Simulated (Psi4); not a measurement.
Psi4 input (wB97X-D/6-31G*):

```
memory 1500 MB

molecule {
0 1
C     1.30797600   -0.11530800   -0.13642300
C     0.12161200   -0.00590500   -0.01561900
O    -1.16888300    0.18455800    0.07224300
H     2.35837500   -0.21907000   -0.23917900
H    -1.58484200   -0.53011900    0.57348800
symmetry c1
no_reorient
no_com
}

set {
  basis 6-31G*
  reference rks
  scf_type pk
  dft_radial_points 99
  dft_spherical_points 590
  e_convergence 1e-8
  d_convergence 1e-7
  maxiter 150
}

e = energy('wb97x-d')
print_out(f'\nFINAL {e:.10f} DIPOLE {variable("CURRENT DIPOLE")[0]:.6f} {variable("CURRENT DIPOLE")[1]:.6f} {variable("CURRENT DIPOLE")[2]:.6f}\n')
```

From the output:

```
      27A      1.047533    28A      1.179044    29A      1.311826
      30A      1.464614    31A      1.488877    32A      1.533592
      33A      1.566727    34A      1.638890    35A      1.793306
      36A      1.875254    37A      2.012554    38A      2.065068
      39A      2.075451    40A      2.109923    41A      2.476079
      42A      2.596213    43A      2.886022    44A      2.926987
      45A      2.932663    46A      3.455499    47A      4.218689
      48A      4.338137    49A      4.939118

    Final Occupation by Irrep:
              A
    DOCC [    11 ]
    NA   [    11 ]
    NB   [    11 ]

  @RKS Final Energy:  -152.47709572492610

   => Energetics <=

    Nuclear Repulsion Energy =             58.3232991439890682
    One-Electron Energy =                -322.0112211561902313
    Two-Electron Energy =                 125.1468469284315432
    DFT Exchange-Correlation Energy =     -13.9355959059309402
    Empirical Dispersion Energy =          -0.0004247352255394
    VV10 Nonlocal Energy =                  0.0000000000000000
    Total Energy =                       -152.4770957249261016

Computation Completed

Properties will be evaluated at   0.000000,   0.000000,   0.000000 [a0]

Properties computed using the SCF density matrix

 Multipole Moments:

 ------------------------------------------------------------------------------------
     Multipole            Electronic (a.u.)      Nuclear  (a.u.)        Total (a.u.)
 ------------------------------------------------------------------------------------

 L = 1.  Multiply by 2.5417464519 to convert [e a0] to [Debye]
 Dipole X            :         -0.2744416           -0.0000057           -0.2744473
 Dipole Y            :         -0.5482483           -0.0000057           -0.5482540
 Dipole Z            :          0.3774652            0.0000019            0.3774671
 Magnitude           :                                                    0.7199897

 ------------------------------------------------------------------------------------

FINAL -152.4770957249 DIPOLE -0.274447 -0.548254 0.377467

*** Psi4 exiting successfully. Buy a developer a beer!
```

The geometry given is a B3LYP-D3(BJ)/def2-TZVP minimum.
